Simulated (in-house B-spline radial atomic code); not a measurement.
A run on neutral terbium that did not converge. Method: scalar-relativistic (X2C) BHandHLYP, spin-polarised, spherical fractional occupations, Fermi nucleus of rms radius 5.06 fm; computed with a B-spline radial code for spherical atoms.

Command:
```bash
python run_scf.py task.json out
```
Settings (nuclear radius in fm, mass in u):
```
Z                65
configuration    [Xe] 4f9 6s2
hamiltonian      x2c
method           bhandhlyp
spin_polarised   True
nucleus          fermi
rms_radius       5.06
atomic_mass      158.92535
speed_of_light   137.035999084
```

First and last ten iterations of the last attempt (damped for 15 steps, keeping 80 % of the old Fock matrix, then DIIS):
```
 iter        energy (Eh)    residual
    1      -11663.926545    7.03e-01
    2      -11671.536345    1.19e+00
    3      -11689.249315    7.70e-01
    4      -11698.848700    4.81e-01
    5      -11703.758634    3.13e-01
    6      -11706.116375    2.12e-01
    7      -11707.183447    1.42e-01
    8      -11707.649216    9.27e-02
    9      -11707.855312    6.00e-02
   10      -11707.953598    4.29e-02
  111      -11706.725418    1.07e-01
  112      -11706.732641    1.07e-01
  113      -11706.731596    1.07e-01
  114      -11706.733921    1.07e-01
  115      -11706.732344    1.07e-01
  116      -11706.733935    1.07e-01
  117      -11706.725267    1.07e-01
  118      -11706.720684    1.07e-01
  119      -11708.024270    2.73e-02
  120      -11708.040835    2.27e-02
 not converged after 120 iterations
```

The smallest residual met was 1.7e-02; the threshold is about 6e-07. No energy from this run should be used. Time taken, with all properties: 5.3 s on 1 thread of Arm Neoverse V2, on a shared host.
